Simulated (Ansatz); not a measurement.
Coupled-cluster diagnostics for the cluster Li₂Si₂⁺ (the lowest doublet isomer of a short search), Ansatz.

Geometry of the doublet (PBE0-D4/def2-TZVP):

```xyz
4

Li   -1.342   -0.270   -1.670
Li    0.023    0.430    2.116
Si    0.713    0.951   -0.433
Si    0.605   -1.111   -0.013
```

Correlated methods freeze 10 core orbitals; core or outer-core shells of Li are correlated, in sets that lack core-valence functions. The structure comes from a short search, and lower isomers may exist.

Geometry of the charge 1 quartet (PBE0-D4/def2-TZVP):

Cartesian coordinates in Å:
```
Li 0.931 -0.842 1.999
Li -0.943 0.847 -1.990
Si 0.560 0.993 0.157
Si -0.548 -0.998 -0.165
```

Question: Estimate the CCSD(T) correlation energy, the shares of MP2 and (T), T1 and the reference's ⟨S²⟩ for: charge 1, doublet, own geometry in def2-TZVPP; charge 1, quartet, own geometry in def2-TZVPP; and the rough time on 4 threads of Arm Neoverse V1 on a shared host.

Answer: 
| state | basis | correlation (eV) | MP2 share (%) | (T) share (%) | T1 | ⟨S²⟩ (pure) | wall time | remarks |
| --- | --- | --- | --- | --- | --- | --- | --- | --- |
| charge 1, doublet, own geometry | def2-TZVPP | -8.742 | 81.3 | 6.1 | 0.068 | 1.15 (0.75) | 11 s | large T1, spin-contaminated |
| charge 1, quartet, own geometry | def2-TZVPP | -8.115 | 82.9 | 5.1 | 0.017 | 3.79 (3.75) | 5.5 s | – |
Customary marks for T1 are 0.02 (closed shells), 0.045 (open shells) and about 0.05 (3d metals). T1 exceeds 0.02 in 1 of 2 rows and 0.045 in 1; the higher it lies, the less the single-reference result can be trusted.
